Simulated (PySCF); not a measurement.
HgB: from constants to spectrum

LC-ωPBE constants of HgB, ²Π (doublet), unpaired electrons π ↑ (basis Hg def2-TZVPP with ECP60, B def2-TZVPP; scalar-relativistic core potentials; PySCF 2.14; masses 201.9706 and 11.0093 u):

- ωe: 204.3 cm⁻¹
- ωexe: 6.43 cm⁻¹
- Be: 0.27697 cm⁻¹
- αe: 0.00857 cm⁻¹
- D (centrifugal): 2.04e-06 cm⁻¹
- De to Hg + B: 0.189 eV

Task: Give the vibrational terms G(v) and spacings up to v = 3.

Result: G(v) = ωe(v+½) − ωexe(v+½)².

```csv
v,G(v) (cm⁻¹),G(v) − G(v−1),Bv (cm⁻¹)
0,100.5,,0.2727
1,292.0,191.4,0.2641
2,470.6,178.6,0.2555
3,636.3,165.7,0.2470
```

Task: How well does the Morse estimate ωe²/(4ωexe) reproduce De, and what is D0?

Result: It gives 0.201 eV, 106 % of the computed De. D0 = De − G(0) = 0.189 − 0.012 = 0.177 eV.

The bond is weak. Basis-set superposition, not corrected here, can be much of De in a small basis, most of all at correlated wavefunction levels. Functionals without a dispersion term scatter widely for such bonds, and LDA overbinds them. Spin–orbit coupling is left out, which matters for elements this heavy, above all for dissociation energies. The state was picked by a PBE0 search and need not be the measured ground state.
